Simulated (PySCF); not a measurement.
## Correlation energy of Ar³⁺ (argon, charge +3)

[Ne] 3s2 3p3, high-spin 4S determinant. All numbers are calculated (PySCF 2.14, the spin-free X2C one-electron Hamiltonian (Gaussian nucleus), in x2c-TZVPPall). Frozen: [Ne]; 5 electrons correlated.

```csv
level,correlation energy (mhartree)
CCSD,-123.14
(T),-3.14
CCSD(T),-126.28
```

Diagnostics: T1 = 0.0023, D1 = 0.0061, largest double amplitude 0.062.

Problem. Is a single reference adequate?

Solution. Yes: T1 lies below 0.03 and no double amplitude reaches 0.07.
